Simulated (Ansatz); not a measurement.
[RuO3N]- (RuNO₃⁻). The state is a singlet with charge -1. Geometry relaxed at PBE-D4/def2-SVPD.

```xyz
5

Ru    0.000    0.000    0.002
O    -1.391   -0.541    0.905
O     1.342   -1.091    0.237
O     0.443    1.620    0.477
N    -0.394    0.013   -1.621
```

In the def2 sets Ru takes a core potential; there is no spin–orbit coupling. The restricted singlet is unstable towards broken spin symmetry in Hartree–Fock (as tested in another run); at PBE-D4/def2-SVPD this wasn't settled.

Task: Estimate the harmonic wavenumbers at RKS PBE-D4/def2-SVPD (Ansatz, unscaled). Is this a minimum?

Result: 305, 305, 339, 377, 377, 843, 854, 854, 1014 cm⁻¹. Yes, no mode is imaginary beyond noise. Zero-point energy 31.5 kJ/mol. It took 23 s on 4 threads of Arm Neoverse V2 on a shared host.
